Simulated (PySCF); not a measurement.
Compound: C₅H₅NS₂.
Bonds: C1–N2 (double), N2–C3, C3–C4 (aromatic), C4–C5 (aromatic), C5–C6 (aromatic), C6–S7, C6–S8 (aromatic), C3–S8 (aromatic). Hydrogens: H9, H10 on C1; H11 on C4; H12 on C5; H13 on S7.

Structure optimised with GFN2-xTB, isolated species.

Some entries are withheld.

| coordinate | value |
| --- | --- |
| C1=N2 | 1.265 Å |
| N2–C3 | 1.338 Å |
| C3–C4 | 1.370 Å |
| C4–C5 | ? |
| C5–C6 | ? |
| C6–S7 | ? |
| C6–S8 | ? |
| C3–S8 | 1.787 Å |
| C1–H9 | 1.093 Å |
| C1–H10 | 1.078 Å |
| C4–H11 | 1.075 Å |
| C5–H12 | 1.075 Å |
| S7–H13 | 1.332 Å |
| C1–N2–C3 | ? |
| N2–C3–C4 | 125.2° |
| N2–C3–S8 | 124.9° |
| C4–C3–S8 | ? |
| C3–C4–C5 | 114.3° |
| C4–C5–C6 | 112.6° |
| C5–C6–S7 | ? |
| C5–C6–S8 | 112.9° |
| S7–C6–S8 | 121.6° |
| C3–S8–C6 | 90.3° |

Question: Fill in the missing values.

Answer: 
- C4–C5 = 1.402 Å, aromatic (both ends aromatic CH carbon); 0.06 Å below the sum of covalent radii, 1.46 Å.
- C5–C6 = 1.367 Å, aromatic (aromatic CH carbon to substituted aromatic carbon); 0.09 Å below the sum of covalent radii, 1.46 Å.
- C6–S7 = 1.751 Å, drawn single (substituted aromatic carbon to thiol sulfur); 0.03 Å below the sum of covalent radii, 1.78 Å.
- C6–S8 = 1.728 Å, aromatic (substituted aromatic carbon to thiophene-type sulfur); 0.05 Å below the sum of covalent radii, 1.78 Å.
- C1–N2–C3 = 124.7°, at the imine nitrogen; the outer atoms are 2.306 Å apart.
- C4–C3–S8 = 109.9°, at the aromatic carbon bearing nitrogen, inside a 5-membered ring; the outer atoms are 2.596 Å apart.
- C5–C6–S7 = 125.5°, at the substituted aromatic carbon; the outer atoms are 2.778 Å apart.

Radii are Cordero's, carbon taken as 0.76, 0.73 or 0.69 Å for four, three, and two or fewer neighbours.

Not checked by GFN2-xTB frequencies. One conformer, not necessarily the lowest (C1–N2–C3–C4 180°, C5–C6–S7–H -178°).

These are computed values.
